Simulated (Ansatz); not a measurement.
Gas-phase reaction (SMILES): OB(O)Br [bromoboronic acid] → [O]B(O)Br + H atom; the H-O bond at the site shown breaks (other sites are not compared here).

Each molecule is optimised on its own at B3LYP-D3(BJ)/def2-TZVP (Ansatz, a quantum-chemistry and plane-wave program), one conformer each, not searched for the lowest. Valence correlation only, unless marked. UHF or UKS for open shells. No spin-orbit coupling. The frozen core is the preceding noble-gas configuration, with the filled d and f shells of earlier blocks. Non-relativistic. CBS(X,Y): correlation extrapolated as X^-3; Hartree-Fock from the larger set (for Q and 5 zeta extrapolated as (X+1)exp(-9√X)). Thermal terms are rigid-rotor harmonic-oscillator values from B3LYP-D3(BJ) frequencies (Ansatz) at 298.15 K and 1 atm. 1 Eh = 627.5095 kcal/mol. Atoms have translation alone.

```json
[
 {"species": "OB(O)Br", "E, CCSD(T)/CBS(cc-pVQZ,cc-pV5Z) (Ansatz) (Eh)": "-2749.17540", "E, r2SCAN-D4/def2-TZVPD (Ansatz + dftd4) (Eh)": "-2750.78445", "H - E (Eh)": "0.04011"},
 {"species": "[O]B(O)Br", "E, CCSD(T)/CBS(cc-pVQZ,cc-pV5Z) (Ansatz) (Eh)": "-2748.47711", "E, r2SCAN-D4/def2-TZVPD (Ansatz + dftd4) (Eh)": "-2750.10132", "H - E (Eh)": "0.02689"},
 {"species": "H atom", "E, CCSD(T)/CBS(cc-pVQZ,cc-pV5Z) (Ansatz) (Eh)": "-0.50000", "E, r2SCAN-D4/def2-TZVPD (Ansatz + dftd4) (Eh)": "-0.49993", "H - E (Eh)": "0.00236"}
]
```

Question: Work out ΔE and ΔH at 298.15 K at the first level, then ΔH at the second.

Answer: 
1. ΔE = [(-2748.47711) + (-0.50000)] - [(-2749.17540)] = 0.19829 Eh = 124.4 kcal/mol at CCSD(T)/CBS(cc-pVQZ,cc-pV5Z).
2. The terms H - E add up to -0.01086 Eh, so ΔH = (0.19829 + (-0.01086))×627.5095 = 117.6 kcal/mol.
3. At r2SCAN-D4/def2-TZVPD the same steps give ΔE = 115.0 and ΔH = 108.1 kcal/mol, a shift of -9.5 from the first level.
4. These values are not checked against measurement here, since the tables used lack a sound gas-phase enthalpy of formation for at least one species.
